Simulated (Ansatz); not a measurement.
A run for Ansatz (a quantum-chemistry and plane-wave program): R-B3LYP/def2-TZVPP on B2Cl4 (SMILES ClB(Cl)B(Cl)Cl).

Ansatz 0.2 input:
```yaml
crystal:
  periodic: [false, false, false]
  atoms:
    - {symbol: Cl, position_ang: [-0.61238261, 1.07316595, -1.94436812]}
    - {symbol: B, position_ang: [0.19871688, -0.00284468, -0.83197598]}
    - {symbol: Cl, position_ang: [1.42339162, -1.08471196, -1.45071029]}
    - {symbol: B, position_ang: [-0.19874894, 0.00284743, 0.83200960]}
    - {symbol: Cl, position_ang: [-1.42342600, 1.08471087, 1.45074638]}
    - {symbol: Cl, position_ang: [0.61234905, -1.07316760, 1.94439841]}
basis:
  gaussian:
    orbitals: def2-TZVPP
hamiltonian:
  xc: {name: B3LYP}
scf: {lower_state_search: off}
```

Output:

```
WARN ansatz: RAYON_NUM_THREADS=4 ignored (pool sized by the plan → 4); use --threads N
Functional definition: B3LYP
these checks for a lower state are left out or cut short: stability, starts, cluster_reference, orbital_swaps, neighbouring_geometries, increment
integrals: 0.22 GiB planned
1590 factors; their error is unknown
mean field: 1.73 GiB planned
mean field evaluation 1: about -51449.1467 eV, gradient 2.5e1 eV
mean field evaluation 2: about -51447.8243 eV, gradient 3.4e1 eV
mean field evaluation 4: about -51450.7536 eV, gradient 9.8e-1 eV
mean field evaluation 8: about -51450.8522 eV, gradient 2.0e-1 eV
mean field evaluation 16: about -51450.8523 eV, gradient 1.9e-6 eV
mean field -51450.85232210 eV, -1890.7839481968 hartree, gradient 1.3e-6 eV, S^2 0.000000; 0 other end points of the search recorded, 0 dependent functions left out
reference -51450.85260432 eV, -1890.7839585684 hartree; 39, 39 occupied and 191, 191 virtual orbitals, 1590 factors
Total energy: -51450.85260432 eV, -1890.7839585684 hartree
Checks for a lower state left out: stability, starts, cluster_reference, orbital_swaps, neighbouring_geometries, increment
```

The run converged.

Cost: about 9 core-seconds (a rough figure).
